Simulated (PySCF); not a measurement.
Several orderings of computed values.

Species are written as SMILES; each is one conformer at its optimised geometry, gas phase, non-relativistic unless stated; the electronic structure was computed with PySCF and density fitting.

The conformers computed, where there is a choice (atom-mapped SMILES and torsion angles):
- `[CH3:1][C@@H:2]([F:3])[C@H:4]([CH3:5])[C:6]([F:7])([F:8])[F:9]`: C1–C2–C4–C5 -177°, C2–C4–C6–F7 50°
- `[O+:1]#[C:2][C:3]([F:4])([F:5])[C:6]([F:7])([F:8])[Cl:9]`: C2–C3–C6–F7 58°
- `[CH2:1]=[CH:2][C:3](=[CH2:4])[CH+:5][CH2:6][F:7]`: C1–C2–C3–C4 -153°, C2–C3–C5–C6 3°, C3–C5–C6–F7 166°

Task: Rank by electronic spatial extent ⟨r²⟩ about the centre of nuclear charge, lowest first (PBE0/def2-SVPD at GFN2-xTB geometries).
A. `C=N[SiH3]`
B. `[O+]#CC(F)(F)C(F)(F)Cl`
C. `Cc1nnsc1[SiH3]`
D. `N#C[Si]1(C#N)[SiH2]C[SiH2]1`
E. `C[C@@H](F)[C@H](C)C(F)(F)F`
F. `[PH3+]c1ccsc1`

Result: A (278 bohr²), F (906 bohr²), C (1081 bohr²), B (1124 bohr²), E (1186 bohr²), D (1694 bohr²).

Task: Rank by lowest triplet excitation (Tamm–Dancoff), lowest first (TDA PBE0/def2-SVPD at GFN2-xTB geometries).
A. `[O+]#CC(F)(F)C(F)(F)Cl`
B. `Cc1nnsc1[SiH3]`
C. `C[C@@H](F)[C@H](C)C(F)(F)F`
D. `[PH3+]c1ccsc1`

Result: B (3.24 eV), A (3.55 eV), D (3.67 eV), C (8.95 eV).

Task: Rank by HOMO–LUMO gap, highest first (PBE0/def2-SVPD at GFN2-xTB geometries).
A. `[PH3+]c1ccsc1`
B. `C[C@@H](F)[C@H](C)C(F)(F)F`
C. `n1nc(c([SiH3])s1)C`
D. `C1[SiH2][Si](C#N)([SiH2]1)C#N`
E. `FC(Cl)(F)C(F)(F)C#[O+]`

Result: B (10.37 eV), D (6.22 eV), A (5.92 eV), C (5.62 eV), E (4.91 eV).

Task: Rank by static isotropic polarisability, lowest first (PBE0/def2-SVPD at GFN2-xTB geometries).
A. `[PH3+]c1ccsc1`
B. `C[C@@H](F)[C@H](C)C(F)(F)F`
C. `[O+]#CC(F)(F)C(F)(F)Cl`
D. `N#C[Si]1(C#N)[SiH2]C[SiH2]1`
E. `C=N[SiH3]`
F. `c1([SiH3])snnc1C`

Result: E (48.5 au), C (56.3 au), B (63.9 au), A (79.7 au), F (91.8 au), D (124.0 au).

Task: By how much do the two ends of that ranking differ?

Result: By 75.5 au, between `N#C[Si]1(C#N)[SiH2]C[SiH2]1` and `C=N[SiH3]`.

Task: Rank by smallest rotational constant, lowest first (GFN2-xTB).
A. `C=N[SiH3]`
B. `N#C[Si]1(C#N)[SiH2]C[SiH2]1`
C. `C=CC(=C)[CH+]CF`
D. `[O+]#CC(F)(F)C(F)(F)Cl`
E. `Cc1nnsc1[SiH3]`

Result: B (0.791 GHz), D (1.006 GHz), E (1.065 GHz), C (1.225 GHz), A (5.324 GHz).

Task: By how much do the two ends of that ranking differ?

Result: By 4.533 GHz, between `C=N[SiH3]` and `N#C[Si]1(C#N)[SiH2]C[SiH2]1`.

Task: Rank by dipole moment, highest first (PBE0/def2-SVPD at GFN2-xTB geometries).
A. `n1nc(C)c(s1)[SiH3]`
B. `C[C@@H](F)[C@H](C)C(F)(F)F`
C. `C=N[SiH3]`
D. `N#C[Si]1(C#N)[SiH2]C[SiH2]1`

Result: D (6.36 D), A (3.53 D), C (1.38 D), B (0.66 D).
